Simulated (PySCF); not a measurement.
# Unknown compound

The spectra below were simulated for a compound C$_{7}$H$_{10}$O.

1H NMR (400 MHz, computed): δ 6.90 (m, 1H), 6.61 (m, 1H), 6.08 (d, 1H), 5.60 (m, 1H), 5.48 (m, 1H), 4.32 (m, 1H), 4.18 (m, 1H), 3.82 (s, 3H).

13C{1H} NMR (computed): δ 168.1 (C), 145.2 (CH), 138.7 (CH), 136.8 (CH), 126.2 (CH2), 91.0 (CH2), 56.0 (CH3).

[PySCF 2.14: σ from GIAO-PBE0/pcSseg-1; GFN2-xTB structure; single conformer; non-relativistic Hamiltonian; no solvent model; fast rotation and ring inversion assumed for equivalent nuclei]

Chemical shifts δ = σref − σ; 1H (31.72 ppm), 13C (186.93 ppm) against TMS, all at this level.

Q: Choose the structure that fits.
A. O=C[C@]12CC[C@H](C1)C2
B. C=C/C=C/C(=C)OC
C. C#CCC(=C)OCC

A: B. 

- The formula gives 3 degrees of unsaturation (no ring in the answer).
- 7 carbon signals for 7 carbons: no two carbons are equivalent.
- Carbon types of the structure: 1 × C, 3 × CH, 2 × CH2, 1 × CH3, which accounts for all hydrogens.
- δC 168.1: alkene carbon bearing oxygen; an sp2 carbon further deshielded by the attached heteroatom.
- δC 145.2, 138.7, 136.8: alkene CH; as expected for a trigonal carbon in a double bond.
- δC 126.2: terminal =CH2 carbon; as expected for a trigonal carbon in a double bond.
- δC 91.0: β carbon of an enol-ether or enamine type C=C; the O or N lone pair pushes π density onto this β carbon and shields it.
- δC 56.0: methyl carbon bonded to O; pulled downfield by the heteroatom.

The others: C#CCC(=C)OCC would give 6 signals for carbon-bound and other non-exchanging H, not 8; O=C[C@]12CC[C@H](C1)C2 would give 6 carbon signals, not 7.

Shifts are as computed. Against solution values, carbons near 30 ppm lie about +3 ppm off and those near 130 ppm about +5 ppm. Of 1211 compounds with measured shifts, 218 miss one by over three times the rms of a fit or turn the order of signals round; such compounds aren't used in these exercises. No couplings were computed; multiplicities are counted from neighbouring protons, with m where these are inequivalent, close in shift, in a saturated or five-membered ring or joined by F or P, and br s for small geminal =CH2 splittings.
